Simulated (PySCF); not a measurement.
## Excitation energy of Zr⁺ by level of theory

Zr⁺ [Kr] 4d2 5s1 (4F) → Zr⁺ [Kr] 4d3 (4F), as a difference of total energies. Calculation: PySCF 2.14, in def2-QZVPPD with the def2 core potential (28 electrons); a scalar-relativistic core potential. Correlated levels: valence and next inner shell: nothing frozen outside the core potential. The calculations carry no spin-orbit coupling.

| method | excitation energy (eV) | error (eV) |
| --- | --- | --- |
| UHF | 0.495 | +0.183 |
| MP2 (valence and next inner shell) | 0.438 | +0.126 |
| SCS-MP2 (valence and next inner shell) | 0.464 | +0.152 |
| CCSD (valence and next inner shell) | 0.439 | +0.127 |
| CCSD(T) (valence and next inner shell) | 0.444 | +0.132 |

Reference: 0.312 eV (measured; NIST levels, between the centres of gravity of the two terms).

Errors of the correlated levels include the incompleteness of this basis.
